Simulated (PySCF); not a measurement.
C4H6BF.

```xyz
12

C      1.1333    -2.2049     0.0000
C      0.3881    -1.2403     0.0000
B     -0.5474    -0.0380     0.0000
C     -2.1035    -0.2410     0.0000
C      0.0265     1.4248     0.0000
F      1.3925     1.5426     0.0000
H      1.7985    -3.0501     0.0000
H     -2.3985    -0.8426     0.8768
H     -2.6859     0.6920     0.0000
H     -2.3985    -0.8426    -0.8768
H     -0.3886     1.9592    -0.8799
H     -0.3886     1.9592     0.8799
```

Geometry optimised at PBE0-D3(BJ)/def2-SVP. The structure was generated by enumeration, and PubChem lists no compound with its InChIKey, so it may never have been made. One conformer was computed; it need not be the lowest.

These are PBE/pcSseg-1 run with PySCF values and carry that method's errors. Non-relativistic, no solvent.

Give the absolute GIAO shielding of each atom: isotropic value and principal components (ppm). (The exact figures need the calculation; the answer reports its results.)


```csv
atom,σ(iso),σ11,σ22,σ33,span
C1,52.5,3.6,16.5,137.4,133.9
C2,82.5,-18.5,-14.4,280.5,298.9
B3,22.4,-52.8,5.9,114.1,166.9
C4,167.9,139.7,179.4,184.6,44.9
C5,87.7,54.0,61.2,147.9,93.9
F6,433.9,400.9,437.2,463.5,62.5
H7,26.6,24.1,24.8,30.8,6.7
H8,30.4,26.7,28.7,35.7,8.9
H9,30.4,27.4,29.7,34.2,6.8
H10,30.4,26.7,28.7,35.7,8.9
H11,26.2,22.3,25.2,31.0,8.7
H12,26.2,22.3,25.2,31.0,8.7
```
